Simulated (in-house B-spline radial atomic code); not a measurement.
A run on Fe- that did not converge. Method: scalar-relativistic (X2C) HSE06, spin-polarised, spherical fractional occupations, exact exchange averaged over the configuration, Fermi nucleus of rms radius 3.7377 fm; computed with an all-electron radial atomic-structure program (B-spline basis).

Command:
```bash
python run_scf.py task.json out
```
Settings (nuclear radius in fm, mass in u):
```
Z                26
configuration    [Ar] 3d7 4s2
hamiltonian      x2c
method           hse06
spin_polarised   True
nucleus          fermi
rms_radius       3.7377
atomic_mass      55.93494
speed_of_light   137.035999084
exact_exchange   averaged over the configuration
```

First and last ten iterations of the last attempt (damped for 15 steps, keeping 80 % of the old Fock matrix, then DIIS):
```
 iter        energy (Eh)    residual
    1       -1259.792041    3.92e-01
    2       -1260.104835    5.98e-01
    3       -1265.844064    4.10e-01
    4       -1269.156511    2.55e-01
    5       -1270.928811    1.45e-01
    6       -1271.790888    9.19e-02
    7       -1272.166460    6.52e-02
    8       -1272.315003    4.33e-02
    9       -1272.373361    2.79e-02
   10       -1272.399807    2.02e-02
  111       -1270.967900    8.43e-02
  112       -1270.971161    8.43e-02
  113       -1270.979142    8.41e-02
  114       -1270.956564    8.43e-02
  115       -1271.550295    7.86e-02
  116       -1271.550968    7.86e-02
  117       -1271.532447    7.94e-02
  118       -1253.205548    2.89e-01
  119       -1272.401428    1.70e-02
  120       -1272.403926    1.63e-02
 not converged after 120 iterations
```

The smallest residual met was 9.2e-03; the threshold is about 3e-07. No energy from this run should be used. Cost of the run: 13 s on 1 thread of Intel(R) Xeon(R) 6975P-C, on a shared host.
